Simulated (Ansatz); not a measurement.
Spectroscopic constants of ZnAs, multiplicity 4 (lowest of 2S+1 = 2, 4 at CCSD(T)/def2-TZVPP on PBE0 minima; our sources give no spin for the ground state, which may be another). No spin–orbit coupling. Zn is treated without relativity. As is treated without relativity.

The constants come from a fifth-degree fit in 1/R (seven points, main isotopes). In def2 and cc sets the state is the lowest found near the PBE0 minimum, followed along R.

The values were computed with Ansatz (an electronic-structure program) with Gaussian orbitals. Values without a source in brackets are computed.

Energies at wB97M-V/def2-TZVPP:

```json
[
 {"R (Å)": "2.379691", "E (hartree)": "-4014.99200737"},
 {"R (Å)": "2.443661", "E (hartree)": "-4014.99362761"},
 {"R (Å)": "2.502514", "E (hartree)": "-4014.99437789"},
 {"R (Å)": "2.569043", "E (hartree)": "-4014.99460973"},
 {"R (Å)": "2.635572", "E (hartree)": "-4014.99439353"},
 {"R (Å)": "2.712336", "E (hartree)": "-4014.99380565"},
 {"R (Å)": "2.801895", "E (hartree)": "-4014.99290026"}
]
```

Problem. With a reduced mass of 34.4951 u, find the minimum, the force constant and the constants.

Solution. A fifth-degree polynomial in 1/R puts the minimum at r_e = 2.5655 Å with force constant 44.7 N/m. Then ω_e = (1/2πc)√(k/μ) = 148 cm⁻¹ and B_e = h/(8π²cμr_e²) = 0.07425 cm⁻¹; the cubic and quartic terms give α_e = 0.00100 and ω_e x_e = 2.7 cm⁻¹.
